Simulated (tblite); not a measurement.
C₆H₁₄OP (charge -1).
Z-matrix (Å and degrees, GFN2-xTB geometry), rows numbered from 1:
```
C 
O   1  1.3887
C   2  1.4184  1  111.98
P   3  1.8427  2  113.88  1  -175.95
C   4  1.8814  3   94.83  2   -69.11
C   5  1.5227  4  112.03  3  -177.72
C   6  1.5298  5  111.14  4  -170.38
C   6  1.5239  5  110.51  4    66.52
H   1  1.0921  2  107.63  3  -179.02
H   1  1.1034  2  111.66  3   -59.32
H   1  1.1030  2  111.65  3    61.26
H   3  1.1027  2  109.37  1   -56.96
H   3  1.1073  2  108.70  1    59.88
H   5  1.0956  4  107.81  3    61.37
H   5  1.0991  4  109.16  3   -55.50
H   6  1.0959  5  107.47  4   -51.27
H   7  1.0900  6  110.19  5   -59.51
H   7  1.0913  6  110.79  5  -179.42
H   7  1.0888  6  110.71  5    60.22
H   8  1.0914  6  111.40  5  -172.24
H   8  1.0867  6  108.04  5   -51.81
H   8  1.0898  6  110.38  5    66.77
```

All values are computed: GFN2-xTB (tblite) harmonic vibrations without scaling, gas phase. Errors from tens to a few hundred cm⁻¹ against measured bands are possible. One conformer, not necessarily the lowest.

Harmonic wavenumbers (cm⁻¹): 26.9, 54.0, 77.9, 107.0, 158.9, 192.9, 209.9, 234.3, 239.0, 260.4, 329.5, 369.7, 411.1, 436.2, 724.8, 757.0, 831.1, 862.9, 885.0, 934.1, 939.0, 981.7, 984.4, 1049.4, 1065.5, 1129.5, 1139.7, 1163.6, 1183.5, 1215.4, 1219.9, 1235.2, 1295.2, 1317.6, 1336.2, 1388.8, 1402.1, 1403.8, 1471.1, 1473.0, 1476.6, 1494.8, 1504.1, 1508.5, 1510.9, 1515.7, 2741.9, 2801.3, 2835.1, 2841.9, 2845.8, 2899.8, 2924.1, 2967.1, 2970.6, 2978.4, 2995.5, 3002.4, 3015.0, 3043.0.

A = 3388, B = 713.7, C = 624.5 MHz; mass 133.078 u (most abundant isotopes); point group C1, symmetry number 1.

**Question.** What is the zero-point energy?

**Answer.** ½Σν̃ = 41185 cm⁻¹ = 492.68 kJ/mol.

**Question.** Give the ideal-gas entropy at 298.15 K and 1 bar in the rigid-rotor, harmonic-oscillator model (classical rotation).

**Answer.** Translation 169.85, rotation 124.45, vibration 152.10: S = 446.4 J/(mol K).

**Question.** And Cp and H(298.15 K) − H(0)?

**Answer.** Cp = 171.87 J/(mol K), of which vibrations give 138.62 (their classical limit is 60 R = 498.9); H(298.15 K) − H(0) = 32.43 kJ/mol without the zero-point energy, 22.51 from vibrations.

**Question.** What must be added to the electronic energy to get the Gibbs energy at 298.15 K and 1 bar?

**Answer.** ZPE + [H(298.15 K) − H(0)] − T·S = 492.68 + 32.43 − 133.09 = 392.02 kJ/mol.

**Question.** Blend soft modes into free rotors: weight 1/[1 + (100 cm⁻¹/ν̃)⁴] for the oscillator and the rest for a rotor with moment μB/(μ + B), μ = h/(8π²ν), B = 10⁻⁴⁴ kg m². What vibrational entropy results?

**Answer.** 136.11 J/(mol K) in place of 152.10, which changes −T·S at 298.15 K by +4.77 kJ/mol.

**Question.** How do the functions run with temperature in this model?

**Answer.** 
```tsv
T (K)	S (J/(mol K))	Cp (J/(mol K))	H − H(0) (kJ/mol)	G − H(0) (kJ/mol)	ln q(vib)
100	309.4	91.9	6.20	-24.73	2.72
200	386.4	132.5	17.55	-59.73	6.12
300	447.5	172.7	32.75	-101.49	9.27
500	555.9	256.9	75.91	-202.03	15.13
800	697.9	347.3	167.60	-390.69	23.39
1000	780.0	388.0	241.33	-538.62	28.54
```

q(vib) and H(0) count from the zero-point level.

Hindered rotation and anharmonicity are outside this model. Other conformers, if any are populated, would add a mixing term that is left out. The structure is chiral; the term R ln 2 for an equal mix with its mirror image is left out.
